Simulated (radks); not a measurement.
Question: In+, 48 electrons, occupied as [Kr] 4d10 5s1 4f1 (not the ground configuration). All-electron calculation, scalar-relativistic Kohn-Sham, BLYP, spin-polarised, spherical densities, point nucleus; open shells are filled with parallel spins first (spin-orbit coupling, left out, can overturn this in heavy ions). Program: a radial shooting solver on a logarithmic mesh with Libxc functionals. Some entries of the table are withheld. Estimate them.

orbital  occ.  eigenvalue (Ry)  <r^2> (bohr^2)
1s up       1        -2041.305        0.001194
1s down     1        -2041.302        0.001194
2s up       1        -306.5368         0.01947
2s down     1        -306.5357         0.01947
2p up       3        -275.2651         0.01536
2p down     3        -275.2638         0.01536
3s up       1        -59.00021          0.1390
3s down     1        -58.99781          0.1390
3p up       3        -48.76184          0.1399
3p down     3        -48.75941          0.1399
3d up       5        -32.85931          0.1251
3d down     5        -32.85722          0.1251
4s up       1              (1)          0.8138
4s down     1              (2)          0.8131
4p up       3              (3)             (4)
4p down     3              (5)             (6)
4d up       5         -2.41066           1.638
4d down     5         -2.39349           1.616
5s up       1         -1.51278           6.191
5s down     0         -1.45675           6.303
4f up       1         -0.17883           78.85

Answer: 
(1) 4s up eigenvalue (Ry): -9.84056
(2) 4s down eigenvalue (Ry): -9.83582
(3) 4p up eigenvalue (Ry): -6.78822
(4) 4p up <r^2> (bohr^2): 0.9719
(5) 4p down eigenvalue (Ry): -6.78196
(6) 4p down <r^2> (bohr^2): 0.9695
